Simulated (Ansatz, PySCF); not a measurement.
C₃H₆Cl₂Si, SMILES C/C=C/[SiH](Cl)Cl.

Coordinates come from a B3LYP-D3(BJ)/def2-SVP optimisation. The structure was generated by enumeration; whether it is a known compound was not checked. One conformer was computed; it need not be the lowest.

Vertical ionisation energy (IE) and electron affinity (EA) in eV. Rows of orbital energies are one-electron estimates. Where ΔSCF, EOM or ADC give a negative EA the extra electron is unbound and the value depends on the basis.

```csv
level,IE,EA
"−ε(HOMO), −ε(LUMO), CAM-B3LYP/def2-TZVP (PySCF)",9.33,-0.30
"−ε(HOMO), −ε(LUMO), PBE/def2-TZVP (PySCF)",…,…
"ΔSCF, ωB97X-V/def2-SVPD (Ansatz), final states of multiplicity 2 and 2",10.19,-0.91
"ΔSCF, PBE/def2-SVPD (Ansatz), final states of multiplicity 2 and 2",9.65,-0.60
```

Fill in the missing entries. (Estimate from the structure and the level; the computed values follow.)


- −ε(HOMO), −ε(LUMO), PBE/def2-TZVP (PySCF), IE: 6.90
- −ε(HOMO), −ε(LUMO), PBE/def2-TZVP (PySCF), EA: 1.84

What vertical singlet–triplet gap does ΔSCF give with ωB97X-V/def2-SVPD (Ansatz, a first-principles code) and with PBE/def2-SVPD (Ansatz)? (An estimate is asked for; the answer gives what the named calculation found.)

4.32 and 4.19 eV (triplet above singlet where positive).
